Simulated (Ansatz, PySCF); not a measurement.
System: CH3Cl3Si, charge 0, multiplicity 1. SMILES: C[Si](Cl)(Cl)Cl
Geometry: optimised at B3LYP-D3(BJ)/def2-TZVP (Ansatz, a quantum-chemistry and plane-wave program).

Wanted: vertical ionisation energy (to the doublet state of charge +1; each state is the SCF solution reached for its spin; the molecule has degenerate orbitals, so one determinant may break the symmetry; for the doublet the Hartree-Fock reference is unstable and T1 is 0.013), in eV. Cores are frozen in the correlated levels unless marked. Open shells are spin-unrestricted. No spin-orbit coupling. Non-relativistic.  The program attaches cautions to a run behind CCSD/aug-cc-pV(D+d)Z: other roots. The program attaches cautions to a run behind CCSD(T)/aug-cc-pV(D+d)Z: other roots.

```
level                    program  vertical ionisation energy (eV)
-----------------------  -------  -------------------------------
HF/aug-cc-pV(Q+d)Z        Ansatz                            11.11
PBE/def2-TZVPD            Ansatz                            10.61
PBE0/def2-TZVPD           Ansatz                            11.18
CAM-B3LYP/def2-TZVPD      Ansatz                            11.51
wB97X-V/def2-TZVPD        Ansatz                            11.71
RI-MP2/aug-cc-pV(T+d)Z    Ansatz                            12.19
RI-MP2/aug-cc-pV(Q+d)Z    Ansatz                            12.29
CCSD/aug-cc-pV(D+d)Z      Ansatz                            11.65
CCSD(T)/aug-cc-pV(D+d)Z   Ansatz                            11.49
```

For comparison, minus the highest occupied orbital energy (PySCF): 7.92 eV at SVWN5/def2-TZVPD, 8.47 eV at TPSSh/def2-TZVPD, 12.51 eV at HF/def2-TZVPD.
